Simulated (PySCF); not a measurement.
Te (tellurium, neutral) across methods

[Kr] 4d10 5s1 5p4 5d1, one real determinant (an excited configuration). Calculation: PySCF 2.14, in aug-cc-pwCVTZ-PP with ECP28MDF; scalar relativity through the core potential.

```json
{"method": "LDA", "E (hartree)": "-266.9791", "mean ε 5p α (eV)": "-9.343", "mean ε 5p β (eV)": "-7.516", "mean ε 5d α (eV)": "-0.125", "Σ⟨r²⟩ (bohr²)": "72.09", "⟨S²⟩": "6.003"}
{"method": "wB97X-V", "E (hartree)": "-267.3516", "mean ε 5p α (eV)": "-12.711", "mean ε 5p β (eV)": "-10.178", "mean ε 5d α (eV)": "-1.966", "Σ⟨r²⟩ (bohr²)": "71.49", "⟨S²⟩": "6.004"}
{"method": "BLYP", "E (hartree)": "-267.3337", "mean ε 5p α (eV)": "-8.925", "mean ε 5p β (eV)": "-7.374", "mean ε 5d α (eV)": "0.063", "Σ⟨r²⟩ (bohr²)": "72.54", "⟨S²⟩": "6.003"}
{"method": "PBE", "E (hartree)": "-267.3827", "mean ε 5p α (eV)": "-9.231", "mean ε 5p β (eV)": "-7.342", "mean ε 5d α (eV)": "-0.172", "Σ⟨r²⟩ (bohr²)": "71.99", "⟨S²⟩": "6.004"}
{"method": "r2SCAN", "E (hartree)": "-267.5008", "mean ε 5p α (eV)": "-9.766", "mean ε 5p β (eV)": "-7.411", "mean ε 5d α (eV)": "-0.171", "Σ⟨r²⟩ (bohr²)": "71.84", "⟨S²⟩": "6.010"}
{"method": "M06-2X", "E (hartree)": "-267.3419", "mean ε 5p α (eV)": "-11.808", "mean ε 5p β (eV)": "-8.453", "mean ε 5d α (eV)": "-1.047", "Σ⟨r²⟩ (bohr²)": "72.28", "⟨S²⟩": "6.017"}
{"method": "B3LYP", "E (hartree)": "-267.4720", "mean ε 5p α (eV)": "-10.137", "mean ε 5p β (eV)": "-8.084", "mean ε 5d α (eV)": "-0.480", "Σ⟨r²⟩ (bohr²)": "72.23", "⟨S²⟩": "6.004"}
{"method": "PBE0", "E (hartree)": "-267.4037", "mean ε 5p α (eV)": "-10.536", "mean ε 5p β (eV)": "-8.057", "mean ε 5d α (eV)": "-0.690", "Σ⟨r²⟩ (bohr²)": "71.73", "⟨S²⟩": "6.006"}
```

(1) Estimate the same row for UHF.

⟨L²⟩ = 8.01 against 12 for a pure F term, so this real determinant mixes terms. Energies and moments cover only the electrons outside the core potential. The outer electron is Rydberg-like, and this basis confines it to a smaller radius and binds it less than a complete one would.

The highest occupied level is positive at BLYP: only the finite basis holds that electron, which in a density functional comes from self-interaction.

Results:

(1) E (hartree) = -266.44776; mean ε 5p α (eV) = -13.842; mean ε 5p β (eV) = -8.943; mean ε 5d α (eV) = -1.997; Σ⟨r²⟩ (bohr²) = 72.40; ⟨S²⟩ = 6.019.
